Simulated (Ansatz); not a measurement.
Ansatz (a program for electronic structure) input (B3LYP-D3(BJ)/def2-TZVP):

Ansatz 0.2 input:
```yaml
crystal:
  periodic: [false, false, false]
  atoms:
    - {symbol: Si, position_ang: [0.09524020, -0.59418463, -0.01629237]}
    - {symbol: O, position_ang: [-1.03706106, 0.09759813, -0.96489989]}
    - {symbol: C, position_ang: [-2.15260748, 0.81358624, -0.51730301]}
    - {symbol: O, position_ang: [0.94414146, 0.39692524, 0.96229985]}
    - {symbol: C, position_ang: [1.76383845, 1.45167018, 0.54628948]}
    - {symbol: N, position_ang: [1.12077549, -1.24563518, -1.24657096]}
    - {symbol: N, position_ang: [-0.65318713, -1.58769191, 1.18480018]}
    - {symbol: H, position_ang: [-2.70198037, 1.15537297, -1.39591172]}
    - {symbol: H, position_ang: [-2.79824510, 0.17997935, 0.09434849]}
    - {symbol: H, position_ang: [-1.85169132, 1.67710197, 0.08071726]}
    - {symbol: H, position_ang: [2.57557571, 1.08425517, -0.08495641]}
    - {symbol: H, position_ang: [2.17906608, 1.92131868, 1.43940508]}
    - {symbol: H, position_ang: [1.19468246, 2.19175926, -0.02127926]}
    - {symbol: H, position_ang: [1.88859692, -1.82840949, -0.95971416]}
    - {symbol: H, position_ang: [0.69092988, -1.61726550, -2.07622927]}
    - {symbol: H, position_ang: [-0.12035074, -1.82634324, 2.00353972]}
    - {symbol: H, position_ang: [-1.18918693, -2.37969744, 0.87358212]}
basis:
  gaussian:
    orbitals: def2-TZVP
hamiltonian:
  xc: b3lyp
  dispersion: d3bj
relax: {f_tol: 0.002, max_steps: 150}
```

Output:

```
Functional definition: B3LYP
integrals: 0.28 GiB planned
1673 factors; their error is unknown
mean field: 2.31 GiB planned
mean field evaluation 1: about -17175.6941 eV, gradient 1.1e2 eV
mean field evaluation 2: about -17152.0205 eV, gradient 1.5e2 eV
mean field evaluation 4: about -17197.6597 eV, gradient 8.9e0 eV
mean field evaluation 8: about -17197.8116 eV, gradient 4.9e-1 eV
mean field evaluation 16: about -17197.8119 eV, gradient 7.5e-5 eV
mean field -17197.81191114 eV, -632.0079306387 hartree, gradient 2.0e-5 eV, S^2 0.000000; 0 other end points of the search recorded, 0 dependent functions left out
the calculation of the forces begins
reference -17197.81224796 eV, -632.0079430168 hartree; 33, 33 occupied and 250, 250 virtual orbitals, 1673 factors
relax step   1: F+E_penalty+E_count = -17198.45328187 eV  Δ(F+E_penalty+E_count) = +0.000e0 eV  max|allowed force component| = 5.473e-1 eV/Å  Δτ_max = 0.0000 Å  (30 SCF iters, accepted)
these checks for a lower state are left out or cut short: starts, cluster_reference, orbital_swaps, neighbouring_geometries, increment
integrals: 0.28 GiB planned
1673 factors; their error is unknown
mean field: 2.30 GiB planned
mean field -17197.85537325 eV, -632.0095278418 hartree, gradient 2.0e-5 eV, S^2 0.000000; 0 other end points of the search recorded, 0 dependent functions left out
the calculation of the forces begins
reference -17197.85571154 eV, -632.0095402737 hartree; 33, 33 occupied and 250, 250 virtual orbitals, 1673 factors
relax step   2: F+E_penalty+E_count = -17198.49462193 eV  Δ(F+E_penalty+E_count) = -4.134e-2 eV  max|allowed force component| = 3.123e-1 eV/Å  Δτ_max = 0.0466 Å  (31 SCF iters, accepted)
these checks for a lower state are left out or cut short: starts, cluster_reference, orbital_swaps, neighbouring_geometries, increment
integrals: 0.28 GiB planned
1673 factors; their error is unknown
mean field: 2.30 GiB planned
mean field evaluation 32: about -17197.8726 eV, gradient 2.4e-5 eV
mean field -17197.87257611 eV, -632.0101600352 hartree, gradient 2.4e-5 eV, S^2 0.000000; 0 other end points of the search recorded, 0 dependent functions left out
the calculation of the forces begins
reference -17197.87291517 eV, -632.0101724957 hartree; 33, 33 occupied and 250, 250 virtual orbitals, 1673 factors
relax step   3: F+E_penalty+E_count = -17198.51275111 eV  Δ(F+E_penalty+E_count) = -1.813e-2 eV  max|allowed force component| = 1.678e-1 eV/Å  Δτ_max = 0.0731 Å  (31 SCF iters, accepted)
these checks for a lower state are left out or cut short: starts, cluster_reference, orbital_swaps, neighbouring_geometries, increment
integrals: 0.28 GiB planned
1673 factors; their error is unknown
mean field: 2.31 GiB planned
mean field -17197.89562433 eV, -632.0110070419 hartree, gradient 8.4e-6 eV, S^2 0.000000; 0 other end points of the search recorded, 0 dependent functions left out
the calculation of the forces begins
reference -17197.89596150 eV, -632.0110194326 hartree; 33, 33 occupied and 250, 250 virtual orbitals, 1673 factors
relax step   4: F+E_penalty+E_count = -17198.53889398 eV  Δ(F+E_penalty+E_count) = -2.614e-2 eV  max|allowed force component| = 1.597e-1 eV/Å  Δτ_max = 0.2000 Å  (30 SCF iters, accepted)
these checks for a lower state are left out or cut short: starts, cluster_reference, orbital_swaps, neighbouring_geometries, increment
integrals: 0.28 GiB planned
1673 factors; their error is unknown
mean field: 2.31 GiB planned
mean field -17197.90306988 eV, -632.0112806607 hartree, gradient 1.7e-5 eV, S^2 0.000000; 0 other end points of the search recorded, 0 dependent functions left out
the calculation of the forces begins
reference -17197.90340675 eV, -632.0112930404 hartree; 33, 33 occupied and 250, 250 virtual orbitals, 1673 factors
relax step   5: F+E_penalty+E_count = -17198.54578911 eV  Δ(F+E_penalty+E_count) = -6.895e-3 eV  max|allowed force component| = 1.521e-1 eV/Å  Δτ_max = 0.0279 Å  (30 SCF iters, accepted)
these checks for a lower state are left out or cut short: starts, cluster_reference, orbital_swaps, neighbouring_geometries, increment
integrals: 0.28 GiB planned
1673 factors; their error is unknown
mean field: 2.30 GiB planned
[...]
mean field: 2.31 GiB planned
mean field -17197.92199546 eV, -632.0119761629 hartree, gradient 7.4e-6 eV, S^2 0.000000; 0 other end points of the search recorded, 0 dependent functions left out
the calculation of the forces begins
reference -17197.92233091 eV, -632.0119884905 hartree; 33, 33 occupied and 250, 250 virtual orbitals, 1673 factors
relax step   9: F+E_penalty+E_count = -17198.56862433 eV  Δ(F+E_penalty+E_count) = -7.657e-3 eV  max|allowed force component| = 9.539e-2 eV/Å  Δτ_max = 0.1110 Å  (31 SCF iters, accepted)
these checks for a lower state are left out or cut short: starts, cluster_reference, orbital_swaps, neighbouring_geometries, increment
integrals: 0.28 GiB planned
1673 factors; their error is unknown
mean field: 2.32 GiB planned
mean field -17197.92333632 eV, -632.0120254385 hartree, gradient 2.2e-5 eV, S^2 0.000000; 0 other end points of the search recorded, 0 dependent functions left out
the calculation of the forces begins
reference -17197.92367160 eV, -632.0120377600 hartree; 33, 33 occupied and 250, 250 virtual orbitals, 1673 factors
relax step  10: F+E_penalty+E_count = -17198.57113543 eV  Δ(F+E_penalty+E_count) = -2.511e-3 eV  max|allowed force component| = 1.872e-1 eV/Å  Δτ_max = 0.0538 Å  (30 SCF iters, accepted)
these checks for a lower state are left out or cut short: starts, cluster_reference, orbital_swaps, neighbouring_geometries, increment
integrals: 0.28 GiB planned
1673 factors; their error is unknown
mean field: 2.31 GiB planned
mean field -17197.92479623 eV, -632.0120790892 hartree, gradient 2.0e-5 eV, S^2 0.000000; 0 other end points of the search recorded, 0 dependent functions left out
the calculation of the forces begins
reference -17197.92513128 eV, -632.0120914022 hartree; 33, 33 occupied and 250, 250 virtual orbitals, 1673 factors
relax step  11: F+E_penalty+E_count = -17198.57297232 eV  Δ(F+E_penalty+E_count) = -1.837e-3 eV  max|allowed force component| = 1.814e-1 eV/Å  Δτ_max = 0.0265 Å  (32 SCF iters, accepted)
these checks for a lower state are left out or cut short: starts, cluster_reference, orbital_swaps, neighbouring_geometries, increment
integrals: 0.28 GiB planned
1673 factors; their error is unknown
mean field: 2.31 GiB planned
mean field -17197.92675334 eV, -632.0121510120 hartree, gradient 7.8e-6 eV, S^2 0.000000; 0 other end points of the search recorded, 0 dependent functions left out
the calculation of the forces begins
reference -17197.92708873 eV, -632.0121633370 hartree; 33, 33 occupied and 250, 250 virtual orbitals, 1673 factors
relax step  12: F+E_penalty+E_count = -17198.57326429 eV  Δ(F+E_penalty+E_count) = -2.920e-4 eV  max|allowed force component| = 3.871e-1 eV/Å  Δτ_max = 0.0718 Å  (31 SCF iters, accepted)
these checks for a lower state are left out or cut short: starts, cluster_reference, orbital_swaps, neighbouring_geometries, increment
integrals: 0.28 GiB planned
1673 factors; their error is unknown
mean field: 2.32 GiB planned
mean field evaluation 96: about -17197.8637 eV, gradient 3.7e0 eV
mean field -17197.92864409 eV, -632.0122204955 hartree, gradient 2.0e-5 eV, S^2 0.000000; 0 other end points of the search recorded, 0 dependent functions left out
the calculation of the forces begins
reference -17197.92897911 eV, -632.0122328073 hartree; 33, 33 occupied and 250, 250 virtual orbitals, 1673 factors
relax step  13: F+E_penalty+E_count = -17198.57803906 eV  Δ(F+E_penalty+E_count) = -4.775e-3 eV  max|allowed force component| = 2.629e-2 eV/Å  Δτ_max = 0.0796 Å  (31 SCF iters, accepted)
these checks for a lower state are left out or cut short: starts, cluster_reference, orbital_swaps, neighbouring_geometries, increment
integrals: 0.28 GiB planned
1673 factors; their error is unknown
mean field: 2.32 GiB planned
mean field -17197.92864540 eV, -632.0122205438 hartree, gradient 1.8e-5 eV, S^2 0.000000; 0 other end points of the search recorded, 0 dependent functions left out
the calculation of the forces begins
reference -17197.92898058 eV, -632.0122328615 hartree; 33, 33 occupied and 250, 250 virtual orbitals, 1673 factors
relax step  14: F+E_penalty+E_count = -17198.57814554 eV  Δ(F+E_penalty+E_count) = -1.065e-4 eV  max|allowed force component| = 1.328e-2 eV/Å  Δτ_max = 0.0126 Å  (31 SCF iters, accepted)
these checks for a lower state are left out or cut short: starts, cluster_reference, orbital_swaps, neighbouring_geometries, increment
integrals: 0.28 GiB planned
1673 factors; their error is unknown
mean field: 2.32 GiB planned
mean field -17197.92859609 eV, -632.0122187315 hartree, gradient 1.8e-5 eV, S^2 0.000000; 0 other end points of the search recorded, 0 dependent functions left out
the calculation of the forces begins
reference -17197.92893120 eV, -632.0122310465 hartree; 33, 33 occupied and 250, 250 virtual orbitals, 1673 factors
relax step  15: F+E_penalty+E_count = -17198.57822221 eV  Δ(F+E_penalty+E_count) = -7.667e-5 eV  max|allowed force component| = 1.145e-2 eV/Å  Δτ_max = 0.0089 Å  (32 SCF iters, accepted)
these checks for a lower state are left out or cut short: starts, cluster_reference, orbital_swaps, neighbouring_geometries, increment
integrals: 0.28 GiB planned
1673 factors; their error is unknown
mean field: 2.32 GiB planned
mean field -17197.92859599 eV, -632.0122187280 hartree, gradient 1.8e-5 eV, S^2 0.000000; 0 other end points of the search recorded, 0 dependent functions left out
the calculation of the forces begins
reference -17197.92893108 eV, -632.0122310423 hartree; 33, 33 occupied and 250, 250 virtual orbitals, 1673 factors
relax step  16: F+E_penalty+E_count = -17198.57825356 eV  Δ(F+E_penalty+E_count) = -3.135e-5 eV  max|allowed force component| = 1.012e-2 eV/Å  Δτ_max = 0.0087 Å  (32 SCF iters, accepted)
these checks for a lower state are left out or cut short: starts, cluster_reference, orbital_swaps, neighbouring_geometries, increment
integrals: 0.28 GiB planned
1673 factors; their error is unknown
mean field: 2.32 GiB planned
mean field evaluation 128: about -17197.9286 eV, gradient 5.3e-3 eV
mean field -17197.92861109 eV, -632.0122192828 hartree, gradient 1.8e-5 eV, S^2 0.000000; 0 other end points of the search recorded, 0 dependent functions left out
the calculation of the forces begins
reference -17197.92894618 eV, -632.0122315974 hartree; 33, 33 occupied and 250, 250 virtual orbitals, 1673 factors
relax step  17: F+E_penalty+E_count = -17198.57828243 eV  Δ(F+E_penalty+E_count) = -2.887e-5 eV  max|allowed force component| = 4.875e-3 eV/Å  Δτ_max = 0.0151 Å  (30 SCF iters, accepted)
these checks for a lower state are left out or cut short: starts, cluster_reference, orbital_swaps, neighbouring_geometries, increment
integrals: 0.28 GiB planned
1673 factors; their error is unknown
mean field: 2.32 GiB planned
mean field -17197.92866546 eV, -632.0122212810 hartree, gradient 1.9e-5 eV, S^2 0.000000; 0 other end points of the search recorded, 0 dependent functions left out
the calculation of the forces begins
reference -17197.92900061 eV, -632.0122335974 hartree; 33, 33 occupied and 250, 250 virtual orbitals, 1673 factors
relax step  18: F+E_penalty+E_count = -17198.57829123 eV  Δ(F+E_penalty+E_count) = -8.803e-6 eV  max|allowed force component| = 3.173e-3 eV/Å  Δτ_max = 0.0064 Å  (33 SCF iters, accepted)
these checks for a lower state are left out or cut short: starts, cluster_reference, orbital_swaps, neighbouring_geometries, increment
integrals: 0.28 GiB planned
1673 factors; their error is unknown
mean field: 2.32 GiB planned
mean field -17197.92868983 eV, -632.0122221766 hartree, gradient 1.9e-5 eV, S^2 0.000000; 0 other end points of the search recorded, 0 dependent functions left out
the calculation of the forces begins
reference -17197.92902500 eV, -632.0122344937 hartree; 33, 33 occupied and 250, 250 virtual orbitals, 1673 factors
relax step  19: F+E_penalty+E_count = -17198.57829453 eV  Δ(F+E_penalty+E_count) = -3.303e-6 eV  max|allowed force component| = 1.941e-3 eV/Å  Δτ_max = 0.0039 Å  (32 SCF iters, accepted)
integrals: 0.28 GiB planned
1673 factors; their error is unknown
mean field: 2.32 GiB planned
mean field evaluation 160: about -17197.9287 eV, gradient 5.1e-2 eV
mean field -17197.92868983 eV, -632.0122221766 hartree, gradient 1.9e-5 eV, S^2 0.000000; 1 other end points of the search recorded, 0 dependent functions left out
the calculation of the forces begins
reference -17197.92902500 eV, -632.0122344937 hartree; 33, 33 occupied and 250, 250 virtual orbitals, 1673 factors
Total energy: -17198.57862970 eV, -632.0361070262 hartree
Atom 0 at     0.115129    -0.710444    -0.018419 Å, force     0.000224    -0.001316    -0.000018 eV/Å
Atom 1 at    -0.971245     0.093024    -0.961026 Å, force     0.000903    -0.000565    -0.000869 eV/Å
Atom 2 at    -2.007289     0.893094    -0.423651 Å, force    -0.001941    -0.000310     0.001065 eV/Å
Atom 3 at     0.885252     0.370177     0.958028 Å, force    -0.000675    -0.000879     0.000869 eV/Å
Atom 4 at     1.600273     1.482823     0.455003 Å, force     0.001929     0.000351    -0.001144 eV/Å
Atom 5 at     1.061603    -1.503239    -1.185571 Å, force    -0.000079     0.000273    -0.000705 eV/Å
Atom 6 at    -0.513881    -1.808998     1.114763 Å, force    -0.000006     0.000231     0.000725 eV/Å
Atom 7 at    -2.602252     1.282371    -1.250395 Å, force     0.000674     0.000178     0.000572 eV/Å
Atom 8 at    -2.659233     0.308689     0.233242 Å, force     0.000247     0.000762    -0.000246 eV/Å
Atom 9 at    -1.608446     1.736584     0.148930 Å, force    -0.000303    -0.000223    -0.000550 eV/Å
Atom 10 at     2.403394     1.166508    -0.218057 Å, force    -0.000454     0.000656     0.000285 eV/Å
Atom 11 at     2.040432     2.015852     1.298308 Å, force    -0.000711    -0.000046    -0.000568 eV/Å
Atom 12 at     0.944630     2.169393    -0.090116 Å, force     0.000360    -0.000109     0.000565 eV/Å
Atom 13 at     1.792306    -2.151611    -0.950878 Å, force    -0.000533     0.000568     0.000181 eV/Å
Atom 14 at     1.068814    -1.222364    -2.150558 Å, force     0.000314    -0.000117     0.000598 eV/Å
Atom 15 at    -0.606657    -1.579769     2.088923 Å, force    -0.000271    -0.000183    -0.000599 eV/Å
Atom 16 at    -0.994293    -2.651752     0.853299 Å, force     0.000322     0.000728    -0.000162 eV/Å
Dipole moment:     0.002869    -0.016971    -0.000298 e Å
```
